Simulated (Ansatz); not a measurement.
Species: SiPH₄, charge 0, doublet. SiPH4 (SMILES [SiH2]P, doublet).
B3LYP-D3(BJ)/def2-TZVP minimum from Ansatz (a program for electronic structure):
```xyz
6

Si    -1.1104    -0.0895     0.2616
P      1.0764     0.1108    -0.2618
H     -1.9087     0.1796    -0.9665
H     -1.4426     0.9493     1.2757
H      1.1743    -1.1014    -0.9903
H      1.5769    -0.4366     0.9464
```
Charge 0, spin multiplicity 2.

Total energies in aug-cc-pV(D+d)Z, 13 correlated electrons, 10 frozen orbitals. Radicals and triplets start from unrestricted determinants; spin-orbit coupling is neglected. Cores are frozen in correlated methods. No relativity.

```tsv
method	program	energy (Eh)	minus CCSDT(Q) (mEh)
HF	Ansatz	-631.97061	279.26
MP2	Ansatz	-632.19340	56.46
CCSD	Ansatz	-632.23885	11.01
CCSD(T)	Ansatz	-632.24790	1.97
CCSDT(Q)	Ansatz	-632.24987	0.00
```

Rough core times of Ansatz's runs on a shared machine: CCSD(T) under 20 s, CCSDT(Q) 20 min.
